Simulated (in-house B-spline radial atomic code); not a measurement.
A run on the technetium ion Tc⁵⁺ (an excited or competing configuration) that did not converge. Method: scalar-relativistic (X2C) wB97X, spin-polarised, spherical fractional occupations, exact exchange averaged over the configuration, Fermi nucleus of rms radius 4.41117 fm; computed with an all-electron radial atomic-structure program (B-spline basis).

Command:
```bash
python run_scf.py task.json out
```
Settings (nuclear radius in fm, mass in u):
```
Z                43
configuration    [Kr] 4d1 5d1
hamiltonian      x2c
method           wb97x
spin_polarised   True
nucleus          fermi
rms_radius       4.41117
atomic_mass      96.90636
speed_of_light   137.035999084
exact_exchange   averaged over the configuration
```

First and last ten iterations of the last attempt (damped for 15 steps, keeping 80 % of the old Fock matrix, then DIIS):
```
 iter        energy (Eh)    residual
    1       -4272.077419    5.66e-01
    2       -4277.246785    2.54e-01
    3       -4277.843791    1.71e-01
    4       -4278.148176    1.17e-01
    5       -4278.303288    8.58e-02
    6       -4278.382390    6.33e-02
    7       -4278.422760    4.69e-02
    8       -4278.443348    3.66e-02
    9       -4278.453801    3.49e-02
   10       -4278.459047    3.34e-02
  111       -4278.460302    9.60e-06
  112       -4278.460302    8.13e-06
  113       -4278.460302    9.50e-06
  114       -4278.460302    8.72e-06
  115       -4278.460302    9.49e-06
  116       -4278.460302    7.35e-06
  117       -4278.460302    7.68e-06
  118       -4278.460302    7.35e-06
  119       -4278.460302    9.43e-06
  120       -4278.460302    7.29e-06
 not converged after 120 iterations
```

The smallest residual met was 2.2e-06; the threshold is about 4e-07. Over the last five steps the energy moves by less than 4e-08 hartree, but the orbitals didn't meet the threshold. Time taken, with all properties: 26 s on 1 thread of Intel(R) Xeon(R) Platinum 8259CL CPU @ 2.50GHz, with other jobs on the host.
